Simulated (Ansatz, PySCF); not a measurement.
Process, species as SMILES: CN[SiH3] → C[N][SiH3] + H atom (the H-N bond at the site shown breaks; other sites are not compared here)
Geometries: B3LYP-D3(BJ)/def2-TZVP minima from Ansatz (a quantum-chemistry and plane-wave program).

Property: bond dissociation energy (enthalpy at 298 K, with B3LYP-D3(BJ) rigid-rotor harmonic-oscillator terms from PySCF), in kcal/mol. Correlated levels leave the core frozen unless marked. UHF or UKS for open shells. Spin-orbit coupling is left out. No relativistic terms. CBS(X,Y): correlation extrapolated as X^-3; Hartree-Fock from the larger set.

```csv
level,program,bond dissociation energy (kcal/mol)
r2SCAN0-D4/def2-TZVPD,Ansatz + dftd4,?
B2GP-PLYP-D4/def2-TZVPD,Ansatz + dftd4,101.1
SCS-MP2/aug-cc-pV(D+d)Z,Ansatz,101.5
SCS-MP2/aug-cc-pV(T+d)Z,Ansatz,106.3
SCS-MP2/cc-pV(Q+d)Z,Ansatz,107.3
CCSD/aug-cc-pV(D+d)Z,Ansatz,97.9
"CCSD(T)/CBS(aug-cc-pV(T+d)Z,aug-cc-pV(Q+d)Z)",Ansatz,104.2
```

Fill in the missing entries.


- r2SCAN0-D4/def2-TZVPD, bond dissociation energy (kcal/mol): 97.4
